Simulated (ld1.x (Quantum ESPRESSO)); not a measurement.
# LDA (PZ) TM dataset for lead (Pb), scalar-relativistic all-electron reference.

ld1.x (Quantum ESPRESSO) 7.5 was run on this input:

```
&input
   title='Pb', zed=82., rel=1, dft='PZ', iswitch=3,
   config='[Xe] 4f14 5d10 6s1 6p3',
   nld=3, rlderiv=1.25, eminld=-13.0, emaxld=5.0, deld=0.04
 /
 &inputp
   pseudotype=2, tm=.true., lloc=2,
   nlcc=.true., rcore=0.35,
   file_pseudopw='Pb.UPF', file_wfcaegen='ae.wfc', file_wfcncgen='nc.wfc', file_beta='beta', file_chi='chi'
 /
3
5S  1  0   2.00   0.00  1.15  1.15  0.0
5P  2  1   6.00   0.00  0.40  0.40  0.0
5D  3  2  10.00   0.00  0.40  0.40  0.0
 &test
   configts(1)='5s2 5p6 5d10 6s1 6p3'
 /
```

Command:

```bash
ld1.x < Pb.in > Pb.out
```

Resulting log (shortened: banner, matrices, multipoles, cross overlaps and the repeated all-electron block are left out):

```
[... start of the log left out ...]
     Warning: convergence not achieved
     Computing logarithmic derivative in   1.25176
     Computing the partial wave expansion
     R is outside the sphere for l=    0 j= 0.00
     R is outside the sphere for l=    1 j= 0.00
       no projector for channel:   2

     ---------------------- Testing the pseudopotential ----------------------

     Pb
     scalar relativistic calculation

     atomic number is 82.00   valence charge is 22.00
     dft =PZ   lsd =0 sic =0 latt =0  beta=0.20 tr2=1.0E-14
     mesh =1281 r(mesh) =  98.81810 xmin = -7.00 dx = 0.01250

     n l     nl             e AE (Ry)        e PS (Ry)    De AE-PS (Ry)
     1 0     5S   1( 2.00)      -10.74789       -0.00000      -10.74789  !
     2 1     5P   1( 6.00)       -6.44995       -0.00000       -6.44995  !
     3 2     5D   1(10.00)       -1.68845       -0.00000       -1.68845  !
     2 0     6S   1( 1.00)       -0.98777       -0.29633       -0.69144  !
     3 1     6P   1( 3.00)       -0.32444       -0.00024       -0.32420  !

     eps = 1.2E+01  iter =201

     Etot =  -41740.751867 Ry,  -20870.375933 Ha, -567911.860619 eV
     Etotps =  -769.497609 Ry,    -384.748804 Ha,  -10469.548321 eV

     Ekin =     344.641721 Ry,     172.320860 Ha,    4689.089492 eV
     Encl =   -1415.731965 Ry,    -707.865983 Ha,  -19262.014661 eV
     Ehrt =     581.487125 Ry,     290.743562 Ha,    7911.535373 eV
     Ecxc =    -310.517609 Ry,    -155.258805 Ha,   -4224.807304 eV
     (Ecc =    -195.488277 Ry,     -97.744138 Ha,   -2659.753502 eV)
     Epseu=      30.623120 Ry,      15.311560 Ha,     416.648778 eV

     ---------------------- End of pseudopotential test ----------------------
```

The run took about 3.9 s on one core of a shared server CPU.
